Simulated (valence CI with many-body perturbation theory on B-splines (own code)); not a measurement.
**Gd⁵⁷⁺: calculated level list**

Method: relativistic CI+MBPT: five valence electrons over a frozen Dirac-Fock core [He], radial functions for each j: 9 s, 9 p, 8 d, 6 f, 3 g, 1 h, with the one-electron correlation potential Σ1 (screened to all orders), the two-electron term Σ2, the three-electron term Σ3, Breit, model QED; selected single and double excitations, second order for the rest (own B-spline code, finite nucleus).

No measured spectrum was set against this ion. As an estimate, large intervals hold to a few tenths of a per cent, small ones and those within an open d or f shell to about a per cent. Among the levels kept, up to 1200 cm⁻¹ of a level comes from second order outside the variational space, and about a tenth of that is noise between levels of different J, which matters for small intervals.

Levels 46 to 74 of 74, with energies above the lowest level, (2s^2 2p1/2^2 2p3/2) J=3/2. "Leading %" is the weight of the configuration and term that name the level; weights of strongly mixed levels are sums over their largest components and can fall short. In the jj column 3d3/2^4 stands for four electrons in 3d with j = 3/2. Lifetimes count E1, E2, E3, M1 and M2 decay at the calculated energies, and are blank where another channel may lead or the interval is too uncertain; long ones can be off by a factor of two.

```
No.  Configuration  Term    J  E (eV)  Leading %  Second component  Lifetime                      Leading jj
 46       2s²2p²3d    ²G  7/2  7661.4         52  25 % 2s²2p²3d ²F    143 fs   2s^2 2p1/2 2p3/2 3d3/2 (98 %)
 47        2s2p³3p    ²D  3/2  7663.2         19   18 % 2s2p³3p ⁴F   2.04 fs   2s 2p1/2^2 2p3/2 3p1/2 (78 %)
 48       2s²2p²3d    ²D  5/2  7675.4         34  31 % 2s²2p²3d ²F   1.20 fs   2s^2 2p1/2 2p3/2 3d3/2 (93 %)
 49       2s²2p²3d    ²D  3/2  7683.7         37  12 % 2s²2p²3d ⁴D   1.85 fs   2s^2 2p1/2 2p3/2 3d3/2 (78 %)
 50       2s²2p²3d    ²P  1/2  7691.5         32  30 % 2s²2p²3d ⁴P   1.43 fs   2s^2 2p1/2 2p3/2 3d3/2 (85 %)
 51       2s²2p²3d    ⁴D  7/2  7697.1         46  38 % 2s²2p²3d ⁴F   43.7 fs   2s^2 2p1/2 2p3/2 3d5/2 (99 %)
 52       2s²2p²3d    ²P  3/2  7713.8         38  30 % 2s²2p²3d ⁴P   1.51 fs   2s^2 2p1/2 2p3/2 3d5/2 (97 %)
 53       2s²2p²3d    ²F  5/2  7716.0         43  22 % 2s²2p²3d ⁴D   1.20 fs   2s^2 2p1/2 2p3/2 3d5/2 (96 %)
 54       2s²2p²3d    ²G  9/2  7716.1         64  36 % 2s²2p²3d ⁴F   16.3 ps  2s^2 2p1/2 2p3/2 3d5/2 (100 %)
 55       2s²2p²3d    ²D  5/2  7731.2         61  24 % 2s²2p²3d ⁴P    867 as   2s^2 2p1/2 2p3/2 3d5/2 (97 %)
 56       2s²2p²3d    ²F  7/2  7738.5         68  14 % 2s²2p²3d ²G    793 as   2s^2 2p1/2 2p3/2 3d5/2 (97 %)
 57       2s²2p²3d    ²D  3/2  7742.8         58  29 % 2s²2p²3d ²P   1.18 fs   2s^2 2p1/2 2p3/2 3d5/2 (99 %)
 58       2s²2p²3d    ²P  1/2  7747.3         59  35 % 2s²2p²3d ²S   1.10 fs   2s^2 2p1/2 2p3/2 3d5/2 (99 %)
 59        2s2p³3p    ⁴D  7/2  7801.4         48   29 % 2s2p³3p ⁶P    234 fs   2s 2p1/2^2 2p3/2 3p3/2 (98 %)
 60        2s2p³3p    ⁴P  3/2  7809.5         32   25 % 2s2p³3p ²P   5.47 fs   2s 2p1/2^2 2p3/2 3p3/2 (98 %)
 61        2s2p³3p    ⁴P  5/2  7824.7         38   21 % 2s2p³3p ²D   5.86 fs   2s 2p1/2^2 2p3/2 3p3/2 (98 %)
 62        2s2p³3p    ²P  1/2  7828.6         39   26 % 2s2p³3p ⁴P   3.31 fs   2s 2p1/2^2 2p3/2 3p3/2 (99 %)
 63        2s2p³3p    ²D  5/2  7881.2         31   19 % 2s2p³3p ⁴P   7.36 fs   2s 2p1/2^2 2p3/2 3p3/2 (99 %)
 64        2s2p³3d   ⁴D°  5/2  7886.3         30  20 % 2s2p³3d ⁶D°   12.7 fs   2s 2p1/2^2 2p3/2 3d3/2 (98 %)
 65        2s2p³3d   ⁴D°  3/2  7890.4         28  25 % 2s2p³3d ⁶D°   5.91 fs   2s 2p1/2^2 2p3/2 3d3/2 (99 %)
 66        2s2p³3d   ⁴F°  7/2  7893.2         24  17 % 2s2p³3d ⁶D°    335 fs   2s 2p1/2^2 2p3/2 3d3/2 (93 %)
 67        2s2p³3d   ⁴P°  1/2  7893.4         46  29 % 2s2p³3d ⁶D°   15.0 fs   2s 2p1/2^2 2p3/2 3d3/2 (99 %)
 68        2s2p³3p    ²P  3/2  7895.4         34   14 % 2s2p³3p ⁴D   8.37 fs   2s 2p1/2^2 2p3/2 3p3/2 (99 %)
 69        2s2p³3p    ⁴P  1/2  7899.5         41   17 % 2s2p³3p ²S   86.9 fs   2s 2p1/2^2 2p3/2 3p3/2 (99 %)
 70        2s2p³3d   ⁴F°  9/2  7937.9         50  29 % 2s2p³3d ⁶D°   14.0 ps   2s 2p1/2^2 2p3/2 3d5/2 (99 %)
 71        2s2p³3d   ²D°  3/2  7951.6         29  17 % 2s2p³3d ⁴F°   8.70 fs   2s 2p1/2^2 2p3/2 3d3/2 (59 %)
 72        2s2p³3d   ²D°  5/2  7958.7         31  17 % 2s2p³3d ⁴D°   1.82 fs   2s 2p1/2^2 2p3/2 3d5/2 (95 %)
 73        2s2p³3d   ²F°  5/2  7965.6         33  24 % 2s2p³3d ⁴G°   7.14 fs   2s 2p1/2^2 2p3/2 3d3/2 (95 %)
 74        2s2p³3d   ⁴D°  7/2  7966.4         41  24 % 2s2p³3d ²F°    923 as   2s 2p1/2^2 2p3/2 3d5/2 (93 %)
```
